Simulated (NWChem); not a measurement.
Species: C2H6BN; SMILES C=CBN

```xyz
10

B     -0.6558    -0.7252     0.1091
H     -1.6753    -1.2506     0.4620
C     -0.5827     0.8188    -0.1334
C      0.5044     1.5737     0.0857
H     -1.4898     1.3392    -0.4502
H      0.5143     2.6534    -0.0573
H      1.4390     1.1430     0.4452
N      0.4632    -1.5462    -0.0705
H      0.4538    -2.5399     0.1113
H      1.3526    -1.2046    -0.4118
```
Atoms are numbered in this order, from 1.

Level: B3LYP/6-31G* (spherical d) (NWChem), optimised geometry, unscaled harmonic frequencies. 

| frequency (cm⁻¹) | IR intensity (km/mol) |
|---|---|
| 137 | 5.8 |
| 221 | 1.2 |
| 402 | 2.7 |
| 537 | 185.0 |
| 569 | 12.9 |
| 695 | 14.7 |
| 813 | 0.4 |
| 922 | 16.1 |
| 950 | 12.5 |
| 979 | 34.0 |
| 1052 | 17.3 |
| 1068 | 7.5 |
| 1154 | 30.6 |
| 1323 | 1.4 |
| 1386 | 99.5 |
| 1481 | 34.2 |
| 1667 | 108.8 |
| 1690 | 13.1 |
| 2623 | 170.2 |
| 3122 | 26.3 |
| 3136 | 12.4 |
| 3207 | 30.7 |
| 3577 | 16.4 |
| 3673 | 16.3 |

| Property | Result |
|---|---|
| zero-point energy | 52.0 kcal/mol |
| thermal correction to the enthalpy at 298.15 K (with zero-point energy) | 55.8 kcal/mol |
| heat capacity Cv | 17.5 cal/(mol K) |
| entropy at 298.15 K and 1 atm (symmetry number 1) | 70.0 cal/(mol K) |
| dipole moment | 1.74 D |

Rigid rotor and harmonic oscillator.
